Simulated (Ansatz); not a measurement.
Relaxation of (LiH)4 cube (Li₄H₄) with RKS PBE-D4/def2-TZVP.

```sh
$ ansatz run in.yaml --threads 4 --pin off --events-out ev --progress --plain --max-ram 3916MiB
```

```yaml
crystal:
  periodic: [false, false, false]
  atoms:
    - {symbol: Li, position_ang: [1.293290, 0.325620, 0.645200]}
    - {symbol: H, position_ang: [0.541010, 1.489960, -0.553290]}
    - {symbol: Li, position_ang: [-0.996260, 1.046320, 0.327570]}
    - {symbol: H, position_ang: [-0.198880, 0.067650, 1.662670]}
    - {symbol: Li, position_ang: [-0.485230, -1.311870, 0.491600]}
    - {symbol: H, position_ang: [1.125480, -1.185740, -0.374880]}
    - {symbol: Li, position_ang: [0.180880, -0.063960, -1.470610]}
    - {symbol: H, position_ang: [-1.460300, -0.367970, -0.728270]}
basis:
  gaussian: {orbitals: def2-TZVP}
hamiltonian: {xc: pbe, dispersion: d4}
scf: {omitted_lower_state_checks: [starts]}
output: {orbitals: {seedname: orbitals}}
relax: {f_tol: 0.02, max_steps: 100}
```

It took 2.5 s on 4 threads of Arm Neoverse V1 on a shared host.

Positions (Å) and forces (eV/Å) at steps 1, 2, 4 of 4:

```xyz
8
step=1 energy=-882.1282 eV
Li    1.293    0.326    0.645    0.275    0.071    0.131
H     0.541    1.490   -0.553   -0.047   -0.161    0.036
Li   -0.996    1.046    0.328   -0.201    0.226    0.092
H    -0.199    0.068    1.663   -0.006   -0.006   -0.162
Li   -0.485   -1.312    0.492   -0.081   -0.278    0.115
H     1.125   -1.186   -0.375   -0.112    0.115    0.031
Li    0.181   -0.064   -1.471    0.051    0.004   -0.301
H    -1.460   -0.368   -0.728    0.121    0.030    0.060
8
step=2 energy=-882.1387 eV
Li    1.348    0.340    0.674   -0.111   -0.029   -0.063
H     0.518    1.411   -0.532    0.070    0.197   -0.067
Li   -1.035    1.091    0.346    0.081   -0.090   -0.028
H    -0.198    0.064    1.583   -0.020    0.012    0.214
Li   -0.500   -1.367    0.514    0.040    0.109   -0.044
H     1.071   -1.125   -0.360    0.146   -0.158   -0.040
Li    0.189   -0.064   -1.532   -0.015    0.007    0.126
H    -1.392   -0.351   -0.692   -0.191   -0.048   -0.099
8
step=4 energy=-882.1650 eV
Li    1.332    0.335    0.663    0.000    0.000    0.000
H     0.533    1.455   -0.546    0.000    0.001    0.000
Li   -1.024    1.077    0.342    0.000    0.000    0.000
H    -0.201    0.067    1.629    0.000    0.000    0.001
Li   -0.495   -1.351    0.507    0.000    0.000    0.000
H     1.103   -1.161   -0.368    0.001   -0.001    0.000
Li    0.187   -0.062   -1.512    0.000    0.000    0.000
H    -1.435   -0.361   -0.715   -0.001    0.000   -0.001
```
